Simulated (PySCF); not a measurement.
SMILES OB(O)/C=C\c1ccco1 (C6H7BO3) (GFN2-xTB optimised geometry):

```
17

O     -2.201     0.528    -0.003
B     -1.596     1.740    -0.004
O     -2.391     2.840    -0.007
C     -0.049     2.052    -0.002
C      1.044     1.273     0.000
C      1.168    -0.160     0.000
C      2.326    -0.904     0.000
C      1.940    -2.261     0.000
C      0.580    -2.261     0.000
O      0.103    -1.003     0.000
H     -1.609    -0.226    -0.002
H     -3.326     2.634    -0.008
H      0.150     3.117    -0.001
H      2.022     1.745     0.001
H      3.326    -0.521     0.000
H      2.583    -3.117     0.000
H     -0.140    -3.055     0.000
```

Method: B3LYP/def2-SVP in PySCF.

Task: What are the frontier orbital energies and the dipole moment?

Result: HOMO-2 -8.31 eV, HOMO-1 -8.16 eV, HOMO -6.10 eV, LUMO -1.46 eV, LUMO+1 0.72 eV; dipole moment 2.81 D.

On the same geometry PySCF with PBE/def2-SVP gives HOMO-2 -7.13 eV, HOMO-1 -6.89 eV, HOMO -5.38 eV, LUMO -2.11 eV, LUMO+1 -0.12 eV; dipole moment 2.68 D.

Meta-Löwdin charges at B3LYP/def2-SVP: O1 -0.50, B2 0.39, O3 -0.49, C4 -0.22, C5 -0.09, C6 0.16, C7 -0.15, C8 -0.15, C9 0.05, O10 -0.24, H11 0.33, H12 0.32, H13 0.11, H14 0.11, H15 0.12, H16 0.12, H17 0.13.
